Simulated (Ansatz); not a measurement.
Relaxation of C₃H₁₀FNSi (16 atoms, charge 0, multiplicity 1), to a largest force component of 0.015 eV/Å in at most 40 steps.

These are results of Ansatz 0.2.0, RKS PBE0/def2-SVP, not measurements.

```xyz
16
Properties=species:S:1:pos:R:3
C -2.088 -1.237 -0.445
N -1.027 -0.268 -0.627
C 0.129 -0.756 0.049
F -0.020 -0.756 1.391
C 1.410 0.068 -0.232
Si 1.469 1.803 0.499
H -1.883 -2.166 -0.894
H -2.358 -1.309 0.592
H -3.014 -0.780 -0.928
H -1.286 0.623 -0.174
H 0.359 -1.790 -0.223
H 2.287 -0.458 0.217
H 1.526 0.155 -1.313
H 1.490 1.752 1.997
H 2.693 2.517 0.035
H 0.288 2.600 0.051
```

**Question.** Where does it end, and by what steps?

**Answer.** The forces met the threshold. After 11 steps the energy has fallen by 0.381 eV; H10 moved furthest, 0.43 Å.

```csv
step,energy less start (eV),largest force component (eV/Å),accepted
0,0.0000,3.353,yes
1,-0.3000,1.115,yes
2,-0.3526,0.471,yes
3,-0.3168,1.483,no
4,-0.3705,0.096,yes
5,-0.3739,0.045,yes
6,-0.3764,0.086,yes
7,-0.3780,0.087,yes
8,-0.3796,0.061,yes
9,-0.3805,0.033,yes
10,-0.3808,0.026,yes
11,-0.3808,0.008,yes
```

```xyz
16
Properties=species:S:1:pos:R:3
C -2.143 -1.141 -0.437
N -0.936 -0.375 -0.651
C 0.202 -0.783 0.063
F 0.004 -0.725 1.462
C 1.422 0.065 -0.246
Si 1.419 1.774 0.578
H -1.956 -2.198 -0.684
H -2.525 -1.103 0.600
H -2.934 -0.784 -1.112
H -1.095 0.626 -0.561
H 0.383 -1.852 -0.147
H 2.329 -0.451 0.108
H 1.520 0.176 -1.336
H 1.714 1.691 2.037
H 2.470 2.618 -0.069
H 0.101 2.459 0.390
```

Whether the end is a true minimum wasn't checked by a vibrational analysis.

Time of the run: 55 s on 2 threads of Arm Neoverse V2, on a shared host, peak memory 0.39 GiB.
